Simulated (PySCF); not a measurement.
Species: C₇H₁₃Al.
SMILES: `C=[CH][AlH][CH]1CCCC1`

Level: CAM-B3LYP/def2-SVPD in PySCF, non-relativistic, on one gas-phase PBE0-D3(BJ)/def2-SVP geometry that isn't relaxed in the solvent. The solvent is an IEF-PCM continuum (Bondi radii, 1.10 Å for H, scaled by 1.2), and excitations are vertical TDDFT with non-equilibrium linear response and a frozen core. Specific hydrogen bonds and non-electrostatic terms are outside this model.

Gas-phase singlets (H = HOMO, L = LUMO):

| state | E (eV) | λ (nm) | f | leading configurations |
| --- | --- | --- | --- | --- |
| S1 | 4.785 | 259 | 0.000 | H→L 91% |
| S2 | 5.297 | 234 | 0.001 | H-2→L 90% |
| S3 | 6.126 | 202 | 0.274 | H-1→L 98% |
| S4 | 6.782 | 183 | 0.022 | H→L+2 28%, H→L+1 27% |
| S5 | 6.794 | 182 | 0.042 | H→L+1 60%, H→L+2 14% |

Problem. Give the list for acetone (ε = 20.49), n² = 1.85.

Solution. 
```tsv
state	E (eV)	λ (nm)	f	leading configurations	change by rank (eV)
S1	4.882	254	0.001	H→L 89%	+0.097
S2	5.490	226	0.000	H-2→L 87%	+0.193
S3	6.206	200	0.365	H-1→L 97%	+0.080
S4	6.816	182	0.009	H→L+2 44%, H-2→L+2 32%	+0.034
S5	6.833	181	0.057	H→L+1 77%	+0.039
```

Problem. The ground-state energy changes by -0.146 eV from gas to acetone. By how much does the total energy of gas-phase S1 change?

Solution. E(S1) = E(S0) + excitation energy, so it changes by -0.146 + 0.097 = -0.049 eV: it is lowered less than the ground state, which is what a blue shift means. This is the vertical state, with the slow part of the continuum still set for S0.

Problem. How do the frontier levels move from gas to acetone?

Solution. 
```tsv
orbital	gas (eV)	solvent (eV)	change (eV)
LUMO+2	1.46	1.62	+0.16
LUMO+1	0.90	1.10	+0.20
LUMO	-0.38	-0.08	+0.30
HOMO	-8.57	-8.37	+0.20
HOMO-1	-9.29	-9.20	+0.09
HOMO-2	-9.35	-9.28	+0.07
HOMO-3	-10.14	-9.95	+0.19
```

The HOMO–LUMO gap goes from 8.19 to 8.29 eV.
